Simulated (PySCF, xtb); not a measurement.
BrHMoOS₂, SMILES [OH][Mo](=[S])(=[S])[Br], multiplicity 1.

GFN2-xTB (xtb) at its own geometry gives an orbital gap of 2.07 eV and a dipole moment of 6.06 D.

Coordinates come from a B3LYP-D3(BJ)/def2-SVP optimisation. The geometry has at least one imaginary mode, so it is a saddle point at that level. The spin state was assumed, not searched. The def2 effective core potentials stand for the cores of Mo; spin–orbit coupling is left out. The values are those of a single conformer.

Question: What does PBE/def2-TZVP (PySCF) give? (An estimate is asked for; the answer gives what the named calculation found.)

Answer: gap 2.11 eV (levels -6.33 and -4.21 eV), dipole 2.22 D.
